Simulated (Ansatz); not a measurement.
Job for Ansatz (a quantum-chemistry and plane-wave program): U-SVWN5/def2-TZVPP on GaGe+, 2S+1 = 3, a spin state set in the input, which need not be the lowest, a point of a bond scan (R = 2.888 Å). Charge +1.

Ansatz 0.2 input:
```yaml
crystal:
  periodic: [false, false, false]
  atoms:
    - {symbol: Ga, position_ang: [0.00000000, 0.00000000, 0.00000000]}
    - {symbol: Ge, position_ang: [0.00000000, 0.00000000, 2.88806100]}
basis:
  gaussian:
    orbitals: def2-TZVPP
    pivot_positions_ang: [[0.00000000, 0.00000000, 0.00000000], [0.00000000, 0.00000000, 2.88806100]]
hamiltonian:
  xc: {name: SVWN5}
total_charge: 1
magnetization: {spin_polarized: true, initial_magnetization: 2}
output: {forces: true, orbitals: {seedname: ./end}}
```

### Question
Give the final energy of this run.

### Answer
-3995.3695 hartree.
